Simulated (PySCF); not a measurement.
## Li5: from structure and modes to constants

These are results of PySCF, UPBE, basis Li def2-SVP (no relativity, density fitting), not measurements.

The doublet minimum has C2v symmetry. Masses (u): Li 7.01600.

```xyz
5
charge 0 multiplicity 2, angstrom
Li    0.0000    0.7474    1.5434
Li    0.0000   -1.5177    0.0000
Li    0.0000    0.7474   -1.5434
Li   -2.5889    0.0114    0.0000
Li    2.5889    0.0114    0.0000
```

Harmonic wavenumbers (cm⁻¹): 118.3 (×1), 154.1 (×1), 161.6 (×1), 187.2 (×2), 202.1 (×1), 212.5 (×1), 283.2 (×1), 324.1 (×1).

**Question.** Find the principal moments of inertia and the rotational constants. What kind of rotor is it?

**Answer.** About the centre of mass I = 57.427, 118.05, 127.47 u Å². With B = 16.8576/I this gives 0.2935, 0.1428, 0.1322 cm⁻¹. The molecule is an asymmetric top with κ = -0.87.

**Question.** What is the harmonic zero-point energy?

**Answer.** Half the sum of all 9 wavenumbers, 1830/2 = 915 cm⁻¹, which is 10.9 kJ/mol (1 cm⁻¹ = 0.0119627 kJ/mol).

**Question.** Find the vibrational entropy and heat capacity at 298.15 K.

**Answer.** With u = 1.43878 ω/T, each mode gives S = R[u/(eᵘ−1) − ln(1−e⁻ᵘ)] and C = R u² eᵘ/(eᵘ−1)².
| ω (cm⁻¹) | u | S (J/(mol K)) | C (J/(mol K)) |
| --- | --- | --- | --- |
| 118.3 | 0.571 | 13.09 | 8.09 |
| 154.1 | 0.744 | 10.96 | 7.94 |
| 161.6 | 0.780 | 10.59 | 7.91 |
| 187.2 (×2) | 0.903 | 9.44 | 7.77 |
| 202.1 | 0.975 | 8.84 | 7.69 |
| 212.5 | 1.025 | 8.46 | 7.62 |
| 283.2 | 1.367 | 6.34 | 7.13 |
| 324.1 | 1.564 | 5.39 | 6.81 |
The sums over all modes are S = 82.6 and C = 68.7 J/(mol K); the softest mode gives 16 % of the entropy (each member, where degenerate).

**Question.** Give the standard entropy (298.15 K, 1 bar) by its translational, rotational, vibrational and spin parts, and Cp.

**Answer.** Sackur–Tetrode with M = 35.08 u gives 153.2; rotation with symmetry number 2 gives 99.6; vibration 82.6; spin R ln 2 = 5.8. The total is 341.1 J/(mol K), and Cp = 4 R + 68.7 = 102.0 J/(mol K).

The determinant is spin-contaminated (⟨S²⟩ = 0.96, pure value 0.75). The spin densities have lower symmetry than the nuclear frame, so modes carry no symmetry labels. Only a few start shapes were tried, so a lower isomer may exist.
